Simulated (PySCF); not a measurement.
## Mayer bond orders and bond lengths

Species: 2-methyl-3-butenoic acid, C₅H₈O₂.
Numbering: `[CH2:1]=[CH:2][C@H:3]([CH3:4])[C:5](=[O:6])[OH:7]` (hydrogens: H8, H9 on C1; H10 on C2; H11 on C3; H12, H13, H14 on C4; H15 on O7)

Structure used (PBE0-D3(BJ)/def2-SVP), in Å, numbered top down from 1:
```
atom  x, y, z in Å
C1     2.2850    0.1174    0.0423
C2     1.0845   -0.2046   -0.4374
C3    -0.2083   -0.0946    0.3279
C4    -0.9186   -1.4424    0.4193
C5    -1.0853    0.9102   -0.3949
O6    -1.7467    0.6670   -1.3698
O7    -1.0224    2.1296    0.1517
H8     2.4075    0.5053    1.0586
H9     3.1887    0.0036   -0.5619
H10    0.9873   -0.5865   -1.4615
H11    0.0066    0.3050    1.3304
H12   -1.1872   -1.7974   -0.5861
H13   -1.8454   -1.3645    1.0071
H14   -0.2647   -2.1865    0.8957
H15   -1.5758    2.7051   -0.3995
```

Bond orders from the PBE0/pcSseg-1 density (PySCF). Geometry: PBE0-D3(BJ)/def2-SVP, one conformer, isolated molecule.

**Question.** Where do the orders between heavy atoms depart from those drawn in the SMILES?

**Answer.** The largest departure is 0.152, at C5–O7 (drawn single, 1.152). Drawn single, order above 1.12: C5–O7 (1.152).

**Question.** Give the Mayer order of every bond, beside its length.

**Answer.** 
| bond | drawn as | length (Å) | Mayer order |
| --- | --- | --- | --- |
| C1–C2 | double | 1.332 | 1.982 |
| C2–C3 | single | 1.506 | 0.977 |
| C3–C4 | single | 1.526 | 1.022 |
| C3–C5 | single | 1.517 | 0.898 |
| C5–O6 | double | 1.203 | 1.965 |
| C5–O7 | single | 1.338 | 1.152 |
| C1–H8 | single | 1.095 | 0.953 |
| C1–H9 | single | 1.093 | 0.950 |
| C2–H10 | single | 1.097 | 0.950 |
| C3–H11 | single | 1.100 | 0.943 |
| C4–H12 | single | 1.100 | 0.955 |
| C4–H13 | single | 1.100 | 0.964 |
| C4–H14 | single | 1.099 | 0.964 |
| O7–H15 | single | 0.970 | 0.931 |

By pair of heavy elements: C–C: lowest C3–C5 (0.898, 1.517 Å), highest C1–C2 (1.982, 1.332 Å); in 2 of the 6 pairs the longer bond (by over 0.003 Å) has the higher order (by 0.02 or more). C–O: lowest C5–O7 (1.152, 1.338 Å), highest C5–O6 (1.965, 1.203 Å).

**Question.** Sum the orders of all bonds at each heavy atom with more than one neighbour and set the sums beside the valence in the SMILES.

**Answer.** C1 3.885 (drawn 4), C2 3.909 (drawn 4), C3 3.840 (drawn 4), C4 3.905 (drawn 4), C5 4.015 (drawn 4), O7 2.083 (drawn 2). Orders between atoms that aren't bonded are not in these sums.

For a closed shell the Mayer order of atoms A and B is Σ (PS)μν (PS)νμ over the basis functions μ on A and ν on B, with P the density and S the overlap matrix.
